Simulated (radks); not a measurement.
Effect of the nuclear size on neutral titanium, [Ar] 3d2 4s2. All-electron calculation, Dirac Kohn-Sham, exchange-only LDA, spin-unpolarised, spherical densities, finite nucleus; open shells fill j = l - 1/2 first; Fermi nuclear charge, rms radius 3.5921 fm. Program: a radial shooting solver on a logarithmic mesh with Libxc functionals. The rms radius is varied about that value; shifts are against it.

| rms radius (fm) | total energy shift (eV) | density at nucleus (e/bohr^3) | 1s1/2 shift (meV) | 2s1/2 shift (meV) | 3s1/2 shift (meV) |
|---|---|---|---|---|---|
| 2.9024 | -0.0169 | 8498 | -7.14 | -0.592 | -0.077 |
| 3.3874 | -0.00537 | 8457 | -2.27 | -0.188 | -0.024 |
| 3.5921 | 0 | 8442 | 0.000 | 0.000 | 0.000 |
| 3.7322 | 0.00385 | 8432 | 1.63 | 0.135 | 0.018 |
| 4.1022 | 0.0147 | 8408 | 6.22 | 0.516 | 0.067 |

Slopes of the eigenvalues against <r^2> in GHz/fm^2, as finite differences over the two radii next to the reference (eigenvalue slopes, not the field-shift constants of lines): 1s1/2 384, 2s1/2 31.9, 3s1/2 4.13.
